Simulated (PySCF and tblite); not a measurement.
Results of a calculation; reference values are marked as such.
C₉H₁₀, numbered as in [CH2:1]=[CH:2][CH2:3][c:4]1[cH:5][cH:6][cH:7][cH:8][cH:9]1.

Search: ETKDG, MMFF94s, GFN2-xTB, 90 starts; geometries at GFN2-xTB. Free energies are PBE0-D3(BJ)/pcSseg-1 (IEF-PCM, chloroform) single points with GFN2-xTB rigid-rotor and vibrational terms (modes under about 200 cm⁻¹ blended into free rotors). Symmetry numbers and mirror images are counted. Conformers within 2 kcal/mol (GFN2-xTB free energy) were kept, 6 at most. Programs: PySCF with density fitting and tblite.

Rotational constants are equilibrium values for the commonest isotopes; dipoles come from the energy level named and are polarised by its solvent model.

Torsions listed: C1–C2–C3–C4, C2–C3–C4–C5. Of a mirror pair one member is shown.

| conformer | shape | symmetry | weight % |
| --- | --- | --- | --- |
| 1 | 118°, -80° | C1 (pair) | 50.8 |
| 2 | 0°, 89° | Cs | 49.2 |

Sets of constants, in random order:

```
set  A (MHz)  B (MHz)  C (MHz)  abs μa (D)  abs μb (D)  abs μc (D)
  P     3958     1021      889        0.04        0.17        0.11
  Q     3439     1138     1065        0.28        0.00        0.37
```

(1) Match each set to its conformer.

## Answers

(1) P is conformer 1, Q is conformer 2.
